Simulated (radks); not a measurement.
Problem. Neutral lanthanum, configuration [Xe] 5d3 (not the ground configuration). Method: non-relativistic Kohn-Sham, TPSS, spin-polarised, spherical densities, point nucleus; open shells are filled with parallel spins first (spin-orbit coupling, left out, can overturn this in heavy ions); meta-GGA in the generalised Kohn-Sham scheme; relativity is left out, which matters for an element this heavy; computed with a radial shooting solver on a logarithmic mesh with Libxc functionals. Some entries of the table are withheld. Estimate them.

orbital  occ.  eigenvalue (hartree)  r(max) (bohr)  <r> (bohr)
1s down     1             -1358.007        0.01765     0.02664
1s up       1             -1358.007        0.01765     0.02664
2s up       1             -210.0215        0.09714      0.1142
2s down     1             -210.0190        0.09714      0.1142
2p up       3             -198.3082        0.07586     0.09711
2p down     3             -198.3065        0.07586     0.09711
3s up       1             -44.85913         0.2740      0.2995
3s down     1             -44.85846         0.2740      0.2995
3p up       3             -39.82125         0.2609      0.2896
3p down     3             -39.82032         0.2609      0.2896
3d up       5             -30.48009         0.2112      0.2606
3d down     5             -30.47811         0.2112      0.2606
4s up       1              -8.93169         0.6358      0.6837
4s down     1              -8.92864         0.6359      0.6839
4p up       3                   (1)         0.6471         (2)
4p down     3                   (3)         0.6472         (4)
4d up       5              -3.81425            (5)      0.7637
4d down     5              -3.81110            (6)      0.7635
5s up       1              -1.20078          1.484       1.653
5s down     1              -1.16966          1.472       1.637
5p up       3              -0.71080          1.625       1.869
5p down     3              -0.66997          1.608       1.848
5d up       3              -0.06136          2.281       3.263

Solution. 
(1) 4p up eigenvalue (hartree): -7.06563
(2) 4p up <r> (bohr): 0.7056
(3) 4p down eigenvalue (hartree): -7.06277
(4) 4p down <r> (bohr): 0.7058
(5) 4d up r(max) (bohr): 0.6690
(6) 4d down r(max) (bohr): 0.6691
